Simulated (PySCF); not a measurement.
**Dipole response of Bi⁺ (bismuth, charge +1)**

[Xe] 4f14 5d10 6s2 6p2, high-spin 3P determinant. All numbers are calculated (PySCF 2.14, scalar relativity by spin-free X2C-1e, in aug-cc-pwCVTZ-DK3 (11s10p8d5f1g, 125 functions)). Coupled (time-dependent) response in atomic units; α is the mean over directions.

```json
{"method": "BLYP", "mean α (bohr³)": "27.81", "α xx, yy, zz": "23.54, 29.95, 29.95", "C₆ (like pair)": "257.0", "S(−4)": "212.5"}
```

S(−4) is the Cauchy moment in α(ω) = α(0) + S(−4) ω² + …

Spin-orbit coupling is absent.

α(iu) at BLYP:

```
u (hartree)  α(iu) (bohr³)
          0          27.81
     0.0500          27.29
      0.100          25.89
      0.200          21.76
      0.300          17.64
      0.500          11.80
      0.750          7.868
       1.00          5.756
       1.50          3.626
       2.00          2.560
       3.00          1.498
       5.00         0.6941
```

A single London oscillator, α(iu) = α/(1 + u²/ω²), gives C₆ = (3/4) ω α². Matching the computed C₆ needs ω = 4 × 257.0 / (3 × 27.81²) = 0.443 hartree.

For an ion, C₆ is the dispersion term alone; charge-induced terms of lower order in 1/R come first.

The components differ because the open shell of this determinant is not spherical; for a pure term their mean is the scalar polarisability.

Spin-orbit coupling is strong in this species (close to jj coupling), so the high-spin LS determinant is a model state, not a physical level.
